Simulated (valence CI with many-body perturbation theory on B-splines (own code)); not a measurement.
The numbers below are computed, except where a source is named.
## Level structure of Hf40+

Method: valence CI with perturbative core correlation (CI+MBPT): four valence electrons over a frozen Dirac-Fock core [Ar] 3d10, a basis of 9 s, 9 p, 8 d, 6 f, 3 g, 1 h functions for each j, with the one-electron correlation potential Σ1, the two-electron term Σ2, the three-electron term Σ3, Breit, model QED; selected CI, second order for the rest, scaled by the run's own slope (own B-spline code, finite nucleus).

No measured spectrum was set against this ion. As an estimate, large intervals hold to a few tenths of a per cent, small ones and those within an open d or f shell to about a per cent.

Levels 1 to 33 of 33, with energies above the lowest level, (4s^2 4p1/2^2) J=0. "Leading %" is the weight of the configuration and term that name the level; weights of strongly mixed levels are sums over their largest components and can fall short, so below about 35 % the name and the second component can differ from the true leading terms, or belong to a minority configuration. In the jj column 3d3/2^4 stands for four electrons in 3d with j = 3/2.

```csv
No.,Configuration,Term,J,E (eV),Leading %,Leading jj,g
1,4s²4p²,³P,0,0.00,70,4s^2 4p1/2^2 (99 %),
2,4s²4p²,³P,1,78.53,99,4s^2 4p1/2 4p3/2 (99 %),1.497
3,4s²4p²,¹D,2,82.64,63,4s^2 4p1/2 4p3/2 (99 %),1.180
4,4s²4p²,³P,2,164.28,62,4s^2 4p3/2^2 (99 %),1.312
5,4s4p³,³P°,2,169.55,44,4s 4p1/2^2 4p3/2 (96 %),1.577
6,4s²4p²,¹S,0,173.21,70,4s^2 4p3/2^2 (98 %),
7,4s4p³,³D°,1,183.64,38,4s 4p1/2^2 4p3/2 (93 %),1.051
8,4s²4p4d,³F°,2,224.57,72,4s^2 4p1/2 4d3/2 (97 %),0.768
9,4s4p³,⁵S°,2,239.92,38,4s 4p1/2 4p3/2^2 (70 %),1.507
10,4s²4p4d,³D°,1,241.80,51,4s^2 4p1/2 4d3/2 (90 %),0.885
11,4s4p³,³D°,3,246.13,46,4s^2 4p1/2 4d5/2 (52 %),1.229
12,4s²4p4d,³P°,2,256.90,34,4s^2 4p1/2 4d5/2 (65 %),1.286
13,4s4p³,³D°,3,259.15,51,4s 4p1/2 4p3/2^2 (51 %),1.208
14,4s4p³,³P°,0,259.72,96,4s 4p1/2 4p3/2^2 (96 %),
15,4s4p³,³P°,1,266.30,50,4s 4p1/2 4p3/2^2 (92 %),1.270
16,4s4p³,¹D°,2,269.21,66,4s 4p1/2 4p3/2^2 (85 %),1.110
17,4s4p³,³S°,1,270.59,40,4s 4p1/2 4p3/2^2 (94 %),1.355
18,4s4p²4d,⁵F,1,316.88,46,4s 4p1/2^2 4d3/2 (96 %),0.407
19,4s²4p4d,³D°,2,318.53,50,4s^2 4p3/2 4d3/2 (90 %),1.055
20,4s²4p4d,³P°,1,319.55,53,4s^2 4p3/2 4d3/2 (91 %),1.133
21,4s4p²4d,³D,2,319.84,27,4s 4p1/2^2 4d3/2 (91 %),1.167
22,4s²4p4d,³P°,0,320.53,95,4s^2 4p3/2 4d3/2 (95 %),
23,4s²4p4d,³F°,3,320.94,38,4s^2 4p3/2 4d3/2 (89 %),1.125
24,4s²4p4d,³P°,2,325.32,31,4s^2 4p3/2 4d5/2 (68 %),1.309
25,4s²4p4d,³F°,4,326.61,99,4s^2 4p3/2 4d5/2 (99 %),1.246
26,4s4p²4d,³D,3,340.22,29,4s 4p1/2^2 4d5/2 (93 %),1.364
27,4s²4p4d,³D°,3,344.57,51,4s^2 4p3/2 4d5/2 (91 %),1.171
28,4s4p²4d,³F,2,344.96,18,4s 4p1/2^2 4d5/2 (71 %),1.116
29,4s²4p4d,¹P°,1,345.00,53,4s^2 4p3/2 4d5/2 (82 %),1.157
30,4s4p³,³P°,2,350.14,34,4s 4p3/2^3 (66 %),1.355
31,4s4p³,¹P°,1,361.43,34,4s 4p3/2^3 (78 %),1.122
32,4p⁴,³P,2,363.29,44,4p1/2^2 4p3/2^2 (64 %),1.183
33,4p⁴,¹S,0,366.72,54,4p1/2^2 4p3/2^2 (87 %),
```

The ionisation energy to 4s²4p ²P°1/2 of the next ion comes out as 1964.8 eV (NIST: 1963 ± 4 eV (theoretical)). All 33 levels together are meant to be complete up to 375.88 eV.
